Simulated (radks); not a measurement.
Radial electron density D(r) = 4 pi r^2 rho(r) of an atom or ion with 1 electrons. Calculated with a radial shooting solver on a logarithmic mesh with Libxc functionals: non-relativistic Kohn-Sham, r2SCAN, spin-polarised, spherical densities, point nucleus; meta-GGA in the generalised Kohn-Sham scheme.

| r (bohr) | D(r) (e/bohr) |
|---|---|
| 0.0408 | 0.03579 |
| 0.04491 | 0.04265 |
| 0.04943 | 0.05075 |
| 0.05485 | 0.06113 |
| 0.06038 | 0.07244 |
| 0.06646 | 0.08565 |
| 0.07316 | 0.1010 |
| 0.08053 | 0.1188 |
| 0.08864 | 0.1393 |
| 0.09836 | 0.1649 |
| 0.1083 | 0.1920 |
| 0.1192 | 0.2226 |
| 0.1312 | 0.2569 |
| 0.1444 | 0.2950 |
| 0.1602 | 0.3406 |
| 0.1764 | 0.3865 |
| 0.1942 | 0.4357 |
| 0.2137 | 0.4875 |
| 0.2352 | 0.5411 |
| 0.261 | 0.5998 |
| 0.2873 | 0.6528 |
| 0.3163 | 0.7030 |
| 0.3482 | 0.7479 |
| 0.3832 | 0.7855 |
| 0.4252 | 0.8149 |
| 0.4681 | 0.8293 |
| 0.5152 | 0.8294 |
| 0.5672 | 0.8139 |
| 0.6243 | 0.7823 |
| 0.6872 | 0.7352 |
| 0.7625 | 0.6688 |
| 0.8394 | 0.5965 |
| 0.9239 | 0.5174 |
| 1.017 | 0.4363 |
| 1.119 | 0.3576 |
| 1.242 | 0.2800 |
| 1.367 | 0.2188 |
| 1.505 | 0.1697 |
| 1.657 | 0.1333 |
| 1.824 | 0.1085 |
| 2.024 | 0.09216 |
| 2.228 | 0.08379 |
| 2.452 | 0.07905 |
| 2.699 | 0.07560 |
| 2.971 | 0.07170 |
| 3.297 | 0.06577 |
| 3.629 | 0.05838 |
| 3.994 | 0.04940 |
| 4.397 | 0.03956 |
| 4.84 | 0.02977 |
| 5.327 | 0.02089 |
| 5.911 | 0.01305 |
| 6.507 | 0.007744 |
| 7.163 | 0.004188 |
| 7.884 | 0.002048 |
| 8.679 | 0.0008981 |
| 9.63 | 0.0003217 |
| 10.6 | 0.0001091 |

What is the nuclear charge?

Answer. Z = 2. The innermost maximum, from 1s, lies near 1/Z = 0.5 bohr (found: 0.491), and its height grows with Z. The density is that of the helium ion He+ in 1s0.75 2p0.25; the configuration itself is not fixed sharply by these data. D(r) has 1 maximum, at r = 0.491 bohr.
